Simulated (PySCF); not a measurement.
Two structures, one formula

Two relaxed structures of GeSiH4O, singlet (PBE0-D4/def2-TZVP; forces vanish, vibrations not checked).

A:

```json
{"atom": "O1", "x (Å)": "-1.6375", "y (Å)": "-1.6153", "z (Å)": "1.1546"}
{"atom": "Si2", "x (Å)": "-0.7630", "y (Å)": "-1.1560", "z (Å)": "-0.0016"}
{"atom": "Ge3", "x (Å)": "0.5280", "y (Å)": "0.8512", "z (Å)": "0.0290"}
{"atom": "H4", "x (Å)": "-0.6405", "y (Å)": "-1.9459", "z (Å)": "-1.2662"}
{"atom": "H5", "x (Å)": "0.2014", "y (Å)": "1.6714", "z (Å)": "-1.2295"}
{"atom": "H6", "x (Å)": "0.2157", "y (Å)": "1.6566", "z (Å)": "1.2924"}
{"atom": "H7", "x (Å)": "2.0177", "y (Å)": "0.4736", "z (Å)": "-0.0114"}
```

B:

```
7
angstrom
O -1.1271 -1.8174 1.0568
Si -0.6786 -0.7369 -0.0976
Ge 0.2415 1.3462 0.1884
H -0.7225 -1.5523 -1.3391
H 0.2698 1.1287 -1.3973
H -1.2385 -1.4757 1.9467
H 0.9589 -0.3410 0.0891
```

Computed with PySCF 2.14 with density fitting (its default auxiliary sets; JK sets also for MP2 and CCSD(T)) (basis: def2-TZVPP); correlated methods freeze the cores. Filled d shells of the heavier atoms are correlated. The def2 sets are not built for correlating such inner shells, so the correlated values are less sure here. B3LYP uses VWN-RPA correlation.

Q: Which structure is lower at CCSD(T), and by how much? (An estimate is asked for; the value comes from the calculation.)

A: The calculation gives: B, by 10.4 kJ/mol (electronic energy, against the other). By their contacts, A is GeSiH₄O ([O][SiH][GeH3]) and B is GeSiH₄O ([OH][SiH]1[H][GeH]1).

All methods give the same order:

| method | E(B) − E(A) (kJ/mol) |
| --- | --- |
| PBE-D4 | -29.7 |
| r2SCAN-D4 | -22.9 |
| PBE0-D4 | -33.0 |
| B3LYP-D4 | -21.9 |
| wB97M-V | -29.3 |
| HF | -8.8 |
| MP2 | -1.5 |
| CCSD | -11.6 |
| CCSD(T) | -10.4 |

No T1 diagnostic of these runs exceeds 0.018.

Labels in which every atom is bracketed show which atoms are joined, not bond orders.

For scale, one of the runs: CCSD(T)/def2-TZVPP, 177 basis functions, launched by `OMP_NUM_THREADS=2 python run.py`. The run took 4.7 min on 2 CPU threads of an Intel Xeon Platinum 8488C (shared host), with 1.8 GiB of host memory at its peak.
